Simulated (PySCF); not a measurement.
A PySCF script (with the pyscf-properties extension) for the NMR shieldings of SMILES C(S[BH3-])=C, [C₂H₆BS]-, on a GFN2-xTB geometry:

```python
import basis_set_exchange as bse
import numpy as np
from pyscf import gto, dft
from pyscf.prop import nmr

atoms = """
B     1.961088    0.153054   -0.046859
S     0.365513    0.159585    1.103159
C    -0.876340   -0.075152   -0.076114
C    -2.184848   -0.154273    0.166872
H     2.896391    0.308480    0.692139
H     1.836219    1.067132   -0.823523
H     1.988820   -0.919264   -0.598222
H    -0.503324   -0.159249   -1.090234
H    -2.898753   -0.302556   -0.630107
H    -2.575884   -0.073102    1.166653
"""
names = dict.fromkeys(["B", "S", "C", "H"], "pcSseg-1")
basis = {el: gto.basis.parse(bse.get_basis(n, elements=[el], fmt="nwchem")) for el, n in names.items()}
mol = gto.M(atom=atoms, basis=basis, charge=-1, verbose=0)
mf = dft.RKS(mol, xc="PBE0")
mf.grids.level = 2
mf.grids.alignment = dft.numint.BLKSIZE   # the property module wants whole blocks of grid points
mf.conv_tol = 1e-9
mf.kernel()

calc = nmr.RKS(mf)   # GIAO
C = mf.mo_coeff
Co = C[:, mf.mo_occ > 0]
resp = mf.gen_response(singlet=True, hermi=2)
def vind(x):   # induced exchange potential for any number of trial vectors
    d = np.einsum("pi,xij,qj->xpq", C, 2 * x.reshape(-1, C.shape[1], Co.shape[1]), Co, optimize=True)
    return np.einsum("xpq,pi,qj->xij", resp(d - d.transpose(0, 2, 1)), C, Co, optimize=True).ravel()
mo1, _ = nmr.rhf.solve_mo1(calc, with_cphf=vind)
sigma = calc.kernel(mo1)
for i, s in enumerate(sigma):   # ppm
    print("%2d %-2s %9.2f" % (i, mol.atom_pure_symbol(i), np.trace(s) / 3))
```

Task: What does it print?

Result: 
```
 0 B     131.32
 1 S     538.96
 2 C      16.76
 3 C      91.19
 4 H      30.34
 5 H      29.90
 6 H      29.90
 7 H      24.72
 8 H      27.45
 9 H      27.37
```

These numbers come from an equivalent density-fitted implementation of the same equations, which agrees with the script to about 0.01 ppm for H and up to a few tenths of a ppm for heavy atoms, so last digits may differ.

Size and cost of the density-fitted run: 105 basis functions, 9.2 s wall time on 1 thread of an Arm Neoverse V1, shared host; peak memory 0.46 GiB.
